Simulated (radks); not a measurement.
Polarisability of the promethium ion Pm+, [Xe] 4f5 6s1, at imaginary frequency. Method: scalar-relativistic Kohn-Sham, LB94 model potential, spin-unpolarised, spherical densities, finite nucleus; Fermi nuclear charge, rms radius 4.962 fm; computed with a radial shooting solver on a logarithmic mesh with Libxc functionals. Response by self-consistent Sternheimer equations with the Hartree and adiabatic LDA kernel, the relativistic mass of each level held fixed and spin-orbit coupling left out.

w (hartree)  alpha1(iw) (bohr^3)
0.00266                    59.16
0.0143                     58.68
0.0360                     56.20
0.0697                     49.56
0.118                      38.68
0.186                      27.06
0.280                      18.11
0.413                      12.31
0.605                      8.581
0.892                      5.903
1.35                       3.777
2.12                       2.140
3.59                       1.035
6.94                      0.3913
17.5                     0.08796

Static values: alpha1 = 59.17 bohr^3 (8.769 angstrom^3; uncoupled 94.13). C6 = 492.8, triple-dipole C9 = 19690 atomic units. One-pole (London) frequency 4 C6 / (3 alpha1^2) = 0.188 hartree, against 0.448 for minus the highest occupied eigenvalue.
